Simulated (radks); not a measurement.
Yb2+, 68 electrons, occupied as [Xe] 4f14. All-electron calculation, scalar-relativistic Kohn-Sham, PBE, spin-unpolarised, spherical densities, finite nucleus; Fermi nuclear charge, rms radius 5.3108 fm. Program: a radial shooting solver on a logarithmic mesh with Libxc functionals.

Unscreened Slater integrals over Kohn-Sham orbitals (eV). Empty in this configuration: 6s.

integral,value
"F0(4f,4f)",33.135
"F2(4f,4f)",15.276
"F4(4f,4f)",9.4988
"F6(4f,4f)",6.8107
"F0(4f,5p)",20.464
"F2(4f,5p)",6.8413
"G2(4f,5p)",3.6966
"G4(4f,5p)",2.7924
"F0(4f,5s)",23.427
"G3(4f,5s)",4.3821
"F0(4f,4d)",37.605
"F2(4f,4d)",17.688
"F4(4f,4d)",11.223
"G1(4f,4d)",20.660
"G3(4f,4d)",12.957
"G5(4f,4d)",9.1550
"F0(4f,6s)",9.8541
"G3(4f,6s)",0.40308
"F0(5p,5p)",17.039
"F2(5p,5p)",9.1299
"F0(5p,5s)",18.417
"G1(5p,5s)",12.167
"F0(5p,4d)",21.533
"F2(5p,4d)",5.6576
"G1(5p,4d)",1.5127
"G3(5p,4d)",1.4702
"F0(5p,6s)",9.3448
"G1(5p,6s)",0.82728
"F0(5s,5s)",20.282
"F0(5s,4d)",25.000
"G2(5s,4d)",2.5067
"F0(5s,6s)",9.5254
"G0(5s,6s)",0.42799
"F0(4d,4d)",43.762
"F2(4d,4d)",22.203
"F4(4d,4d)",14.846
"F0(4d,6s)",10.025
"G2(4d,6s)",0.25362
"F0(6s,6s)",7.5892
